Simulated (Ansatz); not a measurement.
Total energies of `[O]=[W](=[O])([F])[F]`.

Cartesian coordinates in Å:
```
O 1.351 0.960 -0.352
W 0.002 0.000 0.001
O 0.471 -1.066 1.230
F -1.364 1.080 0.624
F -0.459 -0.973 -1.502
```

Charge 0, multiplicity 1. Correlated methods include outer-core shells of W, which these sets cover unevenly. W: def2 effective core potential. The geometry is a stationary point of PBE0-D4/def2-TZVP. Basis def2-TZVPP, the Gaussian-basis code of Ansatz.

RPA on PBE orbitals: Hartree–Fock energy of these orbitals -415.23235 Eh, correlation -2.09349 Eh (frozen core).

| functional | energy without D4 (Eh) | D4 term (kJ/mol) |
| --- | --- | --- |
| LDA (SPW92) | -415.21886 | – |
| PBE | -417.34895 | -10.4 |
| BLYP | -417.61115 | -22.6 |
| PBE0 | -417.25786 | -8.7 |
| r2SCANh | -417.46656 | -2.5 |
| r2SCAN0 | -417.38292 | -2.8 |
| CAM-B3LYP | -417.47841 | -8.9 |
| ωB97X-V | -417.45790 | – |
| B2PLYP | -417.32422 | – |
| PBE-QIDH | -417.11623 | – |

Q: Give the same for revPBE, r2SCAN, B97M-V, B3LYP, HSE06 (plane-wave form), BHLYP, LC-ωPBE, ωB97M-V. (Estimate.)

A: Ansatz gave: 
| functional | energy without D4 (Eh) | D4 term (kJ/mol) |
| --- | --- | --- |
| revPBE | -417.59922 | -27.7 |
| r2SCAN | -417.52391 | -2.3 |
| B97M-V | -417.51010 | – |
| B3LYP | -417.64278 | -17.0 |
| HSE06 (plane-wave form) | -417.24352 | -8.2 |
| BHLYP | -417.31298 | -14.2 |
| LC-ωPBE | -417.42997 | – |
| ωB97M-V | -417.43906 | – |

B3LYP takes the VWN-RPA correlation (the form of Gaussian; ORCA's B3LYP/G). HSE06 is the plane-wave form, built on full-range PBE exchange. The double hybrids freeze the cores in their second-order part.

LC-ωPBE has ω = 0.4 bohr⁻¹.
